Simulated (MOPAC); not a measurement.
Input file for MOPAC: PM7 on BH3O (SMILES BO), a point of a torsion scan.

```
PM7 1SCF PRECISE CHARGE=0 THREADS=1
BH3O

B     -0.42870912 1    -0.01597293 1    -0.07253471 1
O      0.84667251 1    -0.33135720 1     0.15481487 1
H     -1.28707601 1    -0.83051688 1    -0.10817890 1
H     -0.72571059 1     1.10222894 1     0.15216214 1
H      1.32043572 1    -0.93510419 1    -0.41099468 1
```

Program output:

```
*******************************************************************************
 **                                                                           **
 **                              MOPAC v23.2.5                                **
 **                                                                           **
 *******************************************************************************
 ** MOPAC's Digital Object Identifier: https://doi.org/10.5281/zenodo.6511958 **
 **                                                                           **
 ** Please cite the open-source release paper for use of this MOPAC version:  **
 ** J. E. Moussa and J. J. P. Stewart (2026)                                  **
 ** MOPAC: An open-source semiempirical molecular orbital program             **
 ** J. Open Source Softw., 11(119), 8025, https://doi.org/10.21105/joss.08025 **
 *******************************************************************************

                              PM7 CALCULATION RESULTS

 *******************************************************************************
 *  PM7        - The PM7 Hamiltonian to be used
 *
 *
 *
 *                 CHARGE ON SYSTEM = 0
 *
 *
 *
 *  PRECISE    - TIGHTER CRITERIA TO BE USED
 *  1SCF       - DO 1 SCF AND THEN STOP
 *  THREADS=1  - MULTI-THREADING NOT USED
 *  T=         - A TIME OF 172800.0 SECONDS REQUESTED
 *  DUMP=N     - RESTART FILE WRITTEN EVERY 7200.0 SECONDS REQUESTED
 *******************************************************************************
PM7 1SCF PRECISE CHARGE=0 THREADS=1
 BH3O

   ATOM   CHEMICAL          X               Y               Z
  NUMBER   SYMBOL      (ANGSTROMS)     (ANGSTROMS)     (ANGSTROMS)

     1       B         -0.42870912  *  -0.01597293  *  -0.07253471  *
     2       O          0.84667251  *  -0.33135720  *   0.15481487  *
     3       H         -1.28707601  *  -0.83051688  *  -0.10817890  *
     4       H         -0.72571059  *   1.10222894  *   0.15216214  *
     5       H          1.32043572  *  -0.93510419  *  -0.41099468  *



          CARTESIAN COORDINATES

    NO.       ATOM           X           Y           Z

     1         B         -0.4287     -0.0160     -0.0725
     2         O          0.8467     -0.3314      0.1548
     3         H         -1.2871     -0.8305     -0.1082
     4         H         -0.7257      1.1022      0.1522
     5         H          1.3204     -0.9351     -0.4110

 General Reference for PM7:
 "Optimization of Parameters for Semiempirical Methods VI: More Modifications to the
 NDDO Approximations and Re-optimization of Parameters", J. J. P. Stewart, J. Mol. Mod., 1:32, 19 (2013)
 https://link.springer.com/article/10.1007/s00894-012-1667-x

           Empirical Formula: H3 O B  =     5 atoms



      MOLECULAR POINT GROUP   :   C1


      RHF CALCULATION, NO. OF DOUBLY OCCUPIED LEVELS = 6


 -------------------------------------------------------------------------------
 PM7 1SCF PRECISE CHARGE=0 THREADS=1
 BH3O



     1SCF WAS SPECIFIED, SO BFGS WAS NOT USED
     SCF FIELD WAS ACHIEVED


                              PM7 CALCULATION
                                                       MOPAC v23.2.5 Linux




          FINAL HEAT OF FORMATION =        -55.73630 KCAL/MOL =    -233.20069 KJ/MOL


          COSMO AREA              =         66.12 SQUARE ANGSTROMS
          COSMO VOLUME            =         47.71 CUBIC ANGSTROMS

          IONIZATION POTENTIAL    =         10.470382 EV
          HOMO LUMO ENERGIES (EV) =        -10.470 -0.030
          NO. OF FILLED LEVELS    =          6
          MOLECULAR WEIGHT        =         29.8331         POINT GROUP:  C1

          MOLECULAR DIMENSIONS (Angstroms)

            Atom       Atom       Distance
            H     5    H     4     2.94187
            H     3    O     2     1.92025
            H     3    H     4     0.37313


          SCF CALCULATIONS        =          1





   ATOM   CHEMICAL          X               Y               Z
  NUMBER   SYMBOL      (ANGSTROMS)     (ANGSTROMS)     (ANGSTROMS)

     1       B         -0.42870912  *  -0.01597293  *  -0.07253471  *
     2       O          0.84667251  *  -0.33135720  *   0.15481487  *
     3       H         -1.28707601  *  -0.83051688  *  -0.10817890  *
     4       H         -0.72571059  *   1.10222894  *   0.15216214  *
     5       H          1.32043572  *  -0.93510419  *  -0.41099468  *

                             CARTESIAN COORDINATES

   1    B       -0.428709120    -0.015972930    -0.072534710
   2    O        0.846672510    -0.331357200     0.154814870
   3    H       -1.287076010    -0.830516880    -0.108178900
   4    H       -0.725710590     1.102228940     0.152162140
   5    H        1.320435720    -0.935104190    -0.410994680


           Empirical Formula: H3 O B  =     5 atoms



      MOLECULAR POINT GROUP   :   C1


                  EIGENVALUES
 -29.53272 -18.71305 -15.22257 -13.83011 -13.30694 -10.47038  -0.03016   2.97909
   4.09425   5.19920   6.66598


              NET ATOMIC CHARGES AND DIPOLE CONTRIBUTIONS

  ATOM NO.   TYPE          CHARGE      No. of ELECS.   s-Pop       p-Pop
    1          B           0.181514        2.8185     0.79034     2.02815
    2          O          -0.612793        6.6128     1.71952     4.89328
    3          H           0.022986        0.9770     0.97701
    4          H           0.049477        0.9505     0.95052
    5          H           0.358816        0.6412     0.64118
 DIPOLE           X         Y         Z       TOTAL
 POINT-CHG.    -0.905    -0.480    -1.203     1.580
 HYBRID         0.807    -0.348    -0.334     0.940
 SUM           -0.098    -0.828    -1.537     1.749


          ATOMIC ORBITAL ELECTRON POPULATIONS

     Atom    s        px        py        pz
    1  B   0.79034   0.71884   1.09027   0.21904
    2  O   1.71952   1.54996   1.72539   1.61792
    3  H   0.97701
    4  H   0.95052
    5  H   0.64118

 **********************
 *                    *
 * JOB ENDED NORMALLY *
 *                    *
 **********************




 == MOPAC DONE ==
```

The run finished.

Cost: very roughly 0.05 core-seconds.
